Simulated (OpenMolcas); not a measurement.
V4+, Nb4+, Ta4+: d down the group

```
Program             : OpenMolcas
Method              : RASSCF
Basis               : ANO-R2
Scalar Hamiltonian  : X2C, finite nucleus
Spin-orbit coupling : RASSI with atomic mean-field integrals over the reference wave functions, term energies averaged over their components
```

Active space for each ion: 7 electrons in 8 orbitals (RAS1 p, at most 2 holes; RAS2 d).

Computed levels in cm-1 above 2D 3/2:

| Level | V4+ | Nb4+ | Ta4+ |
| --- | --- | --- | --- |
| 2D 5/2 | 633 | 2037 | 8287 |
| weight of 2D in the lowest level (%) | 100 | 100 | 100 |

Measured, with the error of the calculation in %. Measured levels: V4+ from Sugar and Corliss, J. Phys. Chem. Ref. Data 7, 1191 (1978); Nb4+ from Moore, Atomic Energy Levels, vol. II, NSRDS-NBS 35 (1971 reprint of NBS Circular 467, 1952).

```
 Level         V4+         Nb4+
2D 5/2  625 (+1.2)  1870 (+8.9)
```

The fine-structure level 2D 5/2 changes by a factor of 13.1 from V4+ to Ta4+.

Without dynamic correlation excited terms often stand tens of per cent too high (terms of higher spin than the ground term too low), and those without a measured partner can miss by more than the paired ones. Active for correlation alone: 3p; no level in the range computed is led by a configuration that opens it, so any true level of that kind is missing (holds for V4+). Active for correlation alone: 4p; no level in the range computed is led by a configuration that opens it, so any true level of that kind is missing (holds for Nb4+). Active for correlation alone: 5p; no level in the range computed is led by a configuration that opens it, so any true level of that kind is missing (holds for Ta4+). Measured partners are found by configuration, term and J. A level has none where our copy of the source lacks it or the pairing is in doubt (some pairs that miss far off the trend of their configuration count as doubtful), and it then counts in no deviation. Levels of configurations outside the active space are missing.
